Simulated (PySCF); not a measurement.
FH3O2Sn, SMILES [OH][SnH]([OH])[F]. The structure is a stationary point at B3LYP-D3(BJ)/def2-SVP. The def2 effective core potentials stand for the cores of Sn; spin–orbit coupling is left out. One conformer was computed; it need not be the lowest.

These are B3LYP-D3(BJ)/def2-SVP (PySCF) values and carry that method's errors.

Harmonic wavenumbers (cm⁻¹): 108, 161, 183, 194, 237, 538, 551, 621, 629, 643, 856, 867, 1978, 3808, 3820. Rotational constants (GHz): 4.619, 4.198, 2.854; symmetry number 1.

Question: Work out the zero-point energy and the ideal-gas rigid-rotor harmonic-oscillator thermochemistry at 298.15 K and 1 atm.

Answer: ZPE = ½ Σ hcν = ½ × 15194 cm⁻¹ = 21.72 kcal/mol. H − E(el) = 26.57 kcal/mol. Entropy in cal/(mol K): translation 41.35, rotation 26.17, vibration 14.80, total 82.31. G − E(el) = 2.03 kcal/mol. Cp = 23.60 cal/(mol K). Modes under 150 cm⁻¹ make the vibrational entropy uncertain.
